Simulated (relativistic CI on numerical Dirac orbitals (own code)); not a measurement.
## Sensitivity of the levels of S XV to α

Computed by Dirac-Coulomb-Breit CI, KLI orbitals optimised for each configuration, derivatives by finite differences, unscaled Slater integrals, QED left out (own radial code, finite nucleus).

Configuration list: 1s2, 1s.2s, 1s.2p. Levels of other configurations are missing.

With x = (α/α₀)² − 1 an excitation energy changes as ω = ω₀ + qx; K = 2q/ω₀ is the relative enhancement. Terms are leading LS components, so labels can repeat.

Lowest level 1s2 1S_0.

| Level | ω₀ (cm⁻¹) | q (cm⁻¹) | K |
| --- | --- | --- | --- |
| 1s.2s 3S_1 | 19596973 | 48050 | 0.0049 |
| 1s.2p 3P°_0 | 19730331 | 54280 | 0.0055 |
| 1s.2p 3P°_1 | 19733550 | 56670 | 0.00574 |
| 1s.2s 1S_0 | 19742242 | 52120 | 0.00528 |
| 1s.2p 3P°_2 | 19746517 | 70600 | 0.00715 |
| 1s.2p 1P°_1 | 19846569 | 64900 | 0.00654 |

At this charge energies of transitions that change n are usually good to better than 1 %, and those within a shell (Δn = 0) to a few per cent.
